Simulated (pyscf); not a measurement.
Single points on ωB97X-D3(BJ)/def2-SVP structures (PySCF, gas phase). MP2 and CC: frozen core, UHF for open shells. ΔMP2 is the change of the MP2 total energy from the triple- to the quadruple-zeta basis. Singlets are restricted, triplets unrestricted.

Singlet (Å):
```xyz
3

F      1.1611     1.7408    -0.0465
C      1.0630     0.5620    -0.5640
Cl    -0.1174    -0.2958     0.3797
```

Triplet (Å):
```xyz
3

F      0.4816     0.1306     1.1679
C     -0.7534    -0.2067     0.8917
Cl    -1.1729    -1.2741    -0.3491
```

Question: For these two minima of F–C:–Cl (SMILES F[C]Cl), which spin state lies lower at CCSD(T)/def2-TZVPP + ΔMP2(QZVPP), and by how much (electronic energies)?

Answer: The singlet, by 35.8 kcal/mol. Zero-point energy shifts E(triplet) − E(singlet) by 0.0 kcal/mol. 

E(triplet) − E(singlet) by level (kcal/mol):

```csv
level,gap
ωB97X-D3(BJ)/def2-TZVP,+34.2
PBE/def2-TZVP,+32.5
r²SCAN/def2-TZVP,+26.1
B3LYP-D3(BJ)/def2-TZVP,+32.4
PBE0-D3(BJ)/def2-TZVP,+28.6
M06-2X/def2-TZVP,+32.4
ωB97M-D3(BJ)/def2-TZVP,+38.0
HF/def2-TZVP,+11.2
MP2/def2-QZVPP,+33.8
CCSD/def2-TZVPP,+32.3
CCSD(T)/def2-TZVPP,+34.9
CCSD(T)/def2-TZVPP + ΔMP2(QZVPP),+35.8
```

The triplet is the lowest one reached from the SCF start used. The CCSD(T) − MP2 part came from Ansatz, without density fitting, on the same reference.
